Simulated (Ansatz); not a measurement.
Input for Ansatz (development build ahead of 0.2.0):

```yaml
crystal:
  periodic: [false, false, false]
  atoms:
    - { symbol: Ti, position_ang: [0.0, 0.0, -0.41991] }
    - { symbol: O, position_ang: [0.0, 1.43167, 0.57738] }
    - { symbol: O, position_ang: [0.0, -1.43167, 0.57738] }
basis:
  gaussian: { orbitals: cc-pVDZ }
hamiltonian:
  xc: hf
```

The input is written out in the form of the current development build from the run's settings.

Results

```
Converged                       : yes
Total energy                    : -998.09305 hartree
Spin squared of the determinant : 0.000
```

Caution: in another basis set an unrestricted determinant lies well below; other spin multiplicities were not run.
